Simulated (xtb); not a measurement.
xtb input (GFN2-xTB):

```bash
xtb mol.xyz --gfn 2 --sp --chrg 1 --uhf 0
```
mol.xyz:
```
2

Ba    -0.00000000    -0.00000000    -0.30023527
F      0.00000000     0.00000000     1.86813054
```

End of the output:

```
         :::::::::::::::::::::::::::::::::::::::::::::::::::::
         ::                     SUMMARY                     ::
         :::::::::::::::::::::::::::::::::::::::::::::::::::::
         :: total energy              -4.741834271854 Eh    ::
         :: gradient norm              0.018869367561 Eh/a0 ::
         :: HOMO-LUMO gap              1.005136491098 eV    ::
         ::.................................................::
         :: SCC energy                -4.743285727199 Eh    ::
         :: -> isotropic ES            0.222293575014 Eh    ::
         :: -> anisotropic ES          0.002432507551 Eh    ::
         :: -> anisotropic XC         -0.001046883777 Eh    ::
         :: -> dispersion             -0.000521862018 Eh    ::
         :: repulsion energy           0.001451455345 Eh    ::
         :: add. restraining           0.000000000000 Eh    ::
         :: total charge               1.000000000270 e     ::
         :::::::::::::::::::::::::::::::::::::::::::::::::::::

           -------------------------------------------------
          |                Property Printout                |
           -------------------------------------------------

    * Orbital Energies and Occupations

         #    Occupation            Energy/Eh            Energy/eV
      -------------------------------------------------------------
         1        2.0000           -1.0646459             -28.9705
         2        2.0000           -0.7721530             -21.0114
         3        2.0000           -0.7604682             -20.6934
         4        2.0000           -0.7604682             -20.6934 (HOMO)
         5                         -0.7235301             -19.6883 (LUMO)
         6                         -0.5583521             -15.1935
         7                         -0.5583521             -15.1935
         8                         -0.4593101             -12.4985
         9                         -0.2257594              -6.1432
        10                         -0.2257594              -6.1432
        11                         -0.1885246              -5.1300
        12                         -0.1885246              -5.1300
        13                          0.1163924               3.1672
      -------------------------------------------------------------
                  HL-Gap            0.0369381 Eh            1.0051 eV
Note: The following floating-point exceptions are signalling: IEEE_INVALID_FLAG IEEE_UNDERFLOW_FLAG IEEE_DENORMAL
normal termination of xtb
             Fermi-level           -0.7416699 Eh          -20.1819 eV

     #   Z          covCN         q      C6AA      α(0)
     1  56 Ba       0.594     1.017  4126.181   287.574
     2   9 F        0.594    -0.017     9.548     3.644

 Mol. C6AA /au·bohr⁶  :       4366.139778
 Mol. C8AA /au·bohr⁸  :    1293907.037536
 Mol. α(0) /au        :        291.218446

Wiberg/Mayer (AO) data.
largest (>0.10) Wiberg bond orders for each atom

 ---------------------------------------------------------------------------
     #   Z sym  total        # sym  WBO       # sym  WBO       # sym  WBO
 ---------------------------------------------------------------------------
     1  56 Ba   1.454 --     2 F    1.454
     2   9 F    1.454 --     1 Ba   1.454
 ---------------------------------------------------------------------------

Topologies differ in total number of bonds
Writing topology from bond orders to xtbtopo.mol

molecular dipole:
                 x           y           z       tot (Debye)
 q only:        0.000       0.000      -0.636
   full:        0.000       0.000      -1.434       3.645
molecular quadrupole (traceless):
                xx          xy          yy          xz          yz          zz
 q only:       -0.059       0.000      -0.059       0.000       0.000       0.118
  q+dip:        0.144       0.000       0.144      -0.000       0.000      -0.287
   full:        1.660       0.000       1.660      -0.000      -0.000      -3.320

           -------------------------------------------------
          | TOTAL ENERGY               -4.741834271854 Eh   |
          | GRADIENT NORM               0.018869367561 Eh/α |
          | HOMO-LUMO GAP               1.005136491098 eV   |
           -------------------------------------------------

------------------------------------------------------------------------
------------------------------------------------------------------------
 total:
 SCF:
```

This state (charge 1, singlet) is run at the relaxed geometry of the species with charge 0 and multiplicity 2.
